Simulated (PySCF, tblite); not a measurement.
Compound: C8H10O.
Atom-mapped SMILES: `[CH3:1][C:2]#[C:3][C:4]1=[CH:5][O:6][CH2:7][CH2:8][CH2:9]1` (hydrogens: H10, H11, H12 on C1; H13 on C5; H14, H15 on C7; H16, H17 on C8; H18, H19 on C9)

Cartesian coordinates in Å at the GFN2-xTB level; atoms count from 1:
```
atom  x, y, z in Å
C1     3.984   -0.447    0.323
C2     2.574   -0.235    0.085
C3     1.406   -0.048   -0.136
C4     0.020    0.144   -0.330
C5    -0.451    0.698   -1.453
O6    -1.757    0.948   -1.732
C7    -2.649    0.764   -0.649
C8    -2.315   -0.483    0.164
C9    -0.917   -0.326    0.756
H10    4.130   -1.335    0.938
H11    4.507   -0.583   -0.624
H12    4.411    0.412    0.841
H13    0.190    1.001   -2.268
H14   -3.644    0.697   -1.095
H15   -2.611    1.650    0.001
H16   -3.062   -0.620    0.947
H17   -2.339   -1.351   -0.498
H18   -0.559   -1.276    1.160
H19   -0.929    0.397    1.578
```

Computed with PBE0/pcSseg-1 in PySCF (dipole) on a GFN2-xTB geometry, gas phase.

Take the most abundant isotopes and a rigid rotor. The values belong to one conformer with, in the numbering `[CH3:1][C:2]#[C:3][C:4]1=[CH:5][O:6][CH2:7][CH2:8][CH2:9]1`, C4–C5–O6–C7 9°, C5–O6–C7–C8 -41°, O6–C7–C8–C9 62°, C7–C8–C9–C4 -47°.

(1) Give the principal moments of inertia and the rotational constants in MHz.

(2) What kind of rotor is it?

(3) Is it planar, by Δ = Ic − Ia − Ib?

(4) List the rotational levels J(Ka,Kc) to J = 3 (MHz).

(5) Which lines would a microwave search look for?

Results:

(1) Ia = 106.95, Ib = 631.49, Ic = 718.07 u·Å²; 505379 MHz·u·Å²/I gives A = 4726, B = 800.3, C = 703.8 MHz.

(2) A near-prolate asymmetric top; Ray's κ = -0.952.

(3) Not planar: Δ = Ic − Ia − Ib = -20.37 u·Å². For a rigid frame Δ = −2 Σ m c², so Σ m c² = 10.19 u·Å² lies off the ab plane: 7.28 from hydrogen and 2.91 from heavier atoms. The atom farthest from that plane is 1.42 Å away.

(4) Above 0(0,0):
J = 1: 1(0,1) 1504, 1(1,1) 5429, 1(1,0) 5526
J = 2: 2(0,2) 4511, 2(1,2) 8341, 2(1,1) 8631, 2(2,1) 20406, 2(2,0) 20408
J = 3: 3(0,3) 9016, 3(1,3) 12708, 3(1,2) 13286, 3(2,2) 24919, 3(2,1) 24927, 3(3,1) 44787, 3(3,0) 44787

(5) The dipole components are |μa| = 0.13 D, |μb| = 1.29 D, |μc| = 0.24 D. Intensities carry the squares of the components, which stand as 0.01 : 1.00 : 0.03 (a : b : c). Some lines, for components of 0.1 D or more:

```
type  branch         J(Ka,Kc)    MHz  lower level (cm⁻¹)
   a       R  1(0,1) ← 0(0,0)   1504               0.000
   a       R  2(0,2) ← 1(0,1)   3006               0.050
   c       Q  1(1,1) ← 1(0,1)   3925               0.050
   b       Q  1(1,0) ← 1(0,1)   4022               0.050
   b       R  1(1,1) ← 0(0,0)   5429               0.000
   c       R  2(1,1) ← 1(0,1)   7126               0.050
   b       Q  2(2,0) ← 2(1,1)  11777               0.288
   b       Q  2(2,1) ← 2(1,2)  12065               0.278
   c       R  2(2,0) ← 1(1,0)  14882               0.184
   c       R  2(2,1) ← 1(1,1)  14977               0.181
   b       R  2(2,0) ← 1(1,1)  14979               0.181
```

Its lowest GFN2-xTB frequency is 12i cm⁻¹, too small to tell a flat minimum from a shallow saddle. Zero-point vibration and centrifugal distortion are left out. A rigid rotor knows nothing of internal rotation, which can split or shift real lines.
